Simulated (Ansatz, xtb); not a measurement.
C5H7BN2: which of two isomers lies lower

Structure I: `Bc1cncc(C)n1`, a singlet. Structure II: `Bc1cnc(C)cn1`, a singlet. Both are isolated molecules in the gas phase, relaxed with B3LYP-D3(BJ)/def2-SVP; the shapes shown needn't be the lowest conformers.

I (Å):

```yaml
atoms:
  - { symbol: C, position_ang: [1.9694, -0.6963, -0.5739] }
  - { symbol: C, position_ang: [2.3923, 0.6336, -0.7571] }
  - { symbol: C, position_ang: [0.2494, 1.3439, -0.8946] }
  - { symbol: C, position_ang: [-0.2213, 0.0209, -0.7130] }
  - { symbol: C, position_ang: [-1.6942, -0.2826, -0.6939] }
  - { symbol: B, position_ang: [2.9884, -1.8523, -0.3917] }
  - { symbol: N, position_ang: [1.5398, 1.6521, -0.9174] }
  - { symbol: N, position_ang: [0.6391, -0.9789, -0.5556] }
  - { symbol: H, position_ang: [4.1697, -1.6069, -0.4072] }
  - { symbol: H, position_ang: [2.6014, -2.9801, -0.2370] }
  - { symbol: H, position_ang: [3.4611, 0.8729, -0.7731] }
  - { symbol: H, position_ang: [-0.4649, 2.1669, -1.0240] }
  - { symbol: H, position_ang: [-2.1751, 0.0206, -1.6381] }
  - { symbol: H, position_ang: [-2.2014, 0.2602, 0.1204] }
  - { symbol: H, position_ang: [-1.8411, -1.3604, -0.5488] }
```

II (Å):

```yaml
atoms:
  - { symbol: C, position_ang: [1.9766, -1.0904, -0.9434] }
  - { symbol: C, position_ang: [1.7713, 0.1436, -1.5904] }
  - { symbol: C, position_ang: [-0.1752, 0.5010, -0.4659] }
  - { symbol: C, position_ang: [-1.3741, 1.3572, -0.1798] }
  - { symbol: C, position_ang: [0.0154, -0.7380, 0.1942] }
  - { symbol: B, position_ang: [3.2160, -1.9694, -1.2423] }
  - { symbol: N, position_ang: [0.7169, 0.9311, -1.3612] }
  - { symbol: N, position_ang: [1.0575, -1.5158, -0.0325] }
  - { symbol: H, position_ang: [3.3651, -3.0186, -0.6742] }
  - { symbol: H, position_ang: [4.0287, -1.5902, -2.0500] }
  - { symbol: H, position_ang: [2.5011, 0.5003, -2.3260] }
  - { symbol: H, position_ang: [-1.4099, 1.6415, 0.8848] }
  - { symbol: H, position_ang: [-1.3333, 2.2662, -0.7931] }
  - { symbol: H, position_ang: [-2.3078, 0.8142, -0.4007] }
  - { symbol: H, position_ang: [-0.7235, -1.0831, 0.9285] }
```

Quicker runs give these differences E(II) − E(I): GFN2-xTB −0.021 eV; HF/STO-3G −0.024 eV (at GFN2-xTB geometries); r2SCAN-D4/def2-SVP −0.035 eV (at GFN2-xTB geometries).

**Question.** Estimate E(II) − E(I) at the level CCSD(T)/def2-SVP + ΔMP2/def2-TZVPP.

**Answer.** CCSD(T)/def2-SVP + ΔMP2/def2-TZVPP gives E(II) − E(I) = −0.017 eV, slightly favouring structure II, which is too small a margin to settle the true order.

Level by level:

```tsv
level	geometry	E(II) − E(I) (eV)	departure from the last row (eV)	job, with rough time for the two
GFN2-xTB	GFN2-xTB	−0.021	−0.003	optimisation, 0.12 s
HF/STO-3G	GFN2-xTB	−0.024	−0.007	single point, 0.6 s
r2SCAN-D4/def2-SVP	GFN2-xTB	−0.035	−0.017	single point, 9 s
B3LYP-D3(BJ)/def2-SVP	B3LYP-D3(BJ)/def2-SVP	−0.029	−0.011	optimisation, 71 s
HF/def2-SVP	B3LYP-D3(BJ)/def2-SVP	−0.035	−0.018	part of the CCSD(T) run
MP2/def2-SVP	B3LYP-D3(BJ)/def2-SVP	−0.010	+0.007	part of the CCSD(T) run
CCSD(T)/def2-SVP	B3LYP-D3(BJ)/def2-SVP	−0.019	−0.001	single point
CCSD(T)/def2-SVP + ΔMP2/def2-TZVPP	B3LYP-D3(BJ)/def2-SVP	−0.017		single point, 3.2 min
```

As drawn, both hold the same kinds of bond in the same numbers.

The largest departure from CCSD(T)/def2-SVP + ΔMP2/def2-TZVPP is that of HF/def2-SVP, 0.018 eV. The last row adds to CCSD(T) the change of the MP2 difference between the two basis sets, here +0.001 eV.

With thermal terms from frequencies at re-optimised GFN2-xTB minima (ideal gas, soft modes damped towards free rotors, one conformer each, 298.15 K, 1 atm): the zero-point term adds +0.002 eV; ΔH is −0.017 and ΔG −0.009 eV.

The correlated steps freeze 8 core orbitals. Codes used: Ansatz 0.2.0, xtb 6.7.1; the last row on 2 threads of Arm Neoverse V2 on a shared host.
